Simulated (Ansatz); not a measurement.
Pd3H4⁻. Charge -1, multiplicity 4. Geometry PBE-D4/def2-TZVPD; atoms count from 1.

```xyz
7

Pd    1.231    0.264   -0.070
Pd   -1.103   -0.721   -0.962
Pd   -0.826   -0.157    1.635
H    -2.019   -0.748    0.538
H     2.476   -0.238   -0.974
H     0.188    1.115    1.190
H     0.053    0.485   -1.357
```

In the def2 sets Pd takes a core potential; there is no spin–orbit coupling. At PBE0-D4/def2-TZVPD a doublet of charge -1 lies 0.74 eV below the quartet, each at its own geometry. Another isomer (doublet) lies 0.13 eV lower at PBE0-D4/def2-TZVPD.

Q: Estimate the Mulliken populations from the PBE0/def2-TZVPD orbitals of Ansatz.

A: 
```csv
atom,charge (e),spin (α − β),d electrons
Pd1,-0.66,0.74,9.10
Pd2,-0.45,0.85,9.15
Pd3,-0.49,0.77,9.18
H4,0.14,0.20,–
H5,0.01,0.14,–
H6,0.21,0.15,–
H7,0.24,0.16,–
```
Mulliken values depend strongly on the basis. With diffuse functions, as here, like atoms can get unlike values, and bond orders can come out too low or too high.

Q: Where does the spin sit?

A: Summed by element: Pd 2.36, H 0.64, of 3 unpaired in all. Largest on single atoms: Pd2 0.85, Pd3 0.77, Pd1 0.74.

Q: And the Mayer bond orders between heavy atoms (over 0.3)?

A: Pd1–Pd2 0.70 (2.69 Å); Pd1–Pd3 0.54 (2.70 Å); Pd2–Pd3 0.69 (2.67 Å).
